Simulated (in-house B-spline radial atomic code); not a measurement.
A fraction x of an electron is removed from 1s in the nitrogen ion N⁵⁺, starting from 1s2 and keeping the highest spin. Computed with a B-spline radial code for spherical atoms: non-relativistic PBE, spin-polarised, spherical fractional occupations, point nucleus.

```tsv
x	E(x) - E(0) (eV)	1s down level (eV)
0	0.0000	-511.055
0.1	51.5433	-519.798
0.15	77.6418	-524.136
0.32	167.9841	-538.643
0.47	249.7125	-550.974
0.5	266.2776	-553.363
0.57	305.2046	-558.802
0.66	355.7986	-565.429
0.84	458.6262	-576.369
0.91	499.0622	-578.564
```
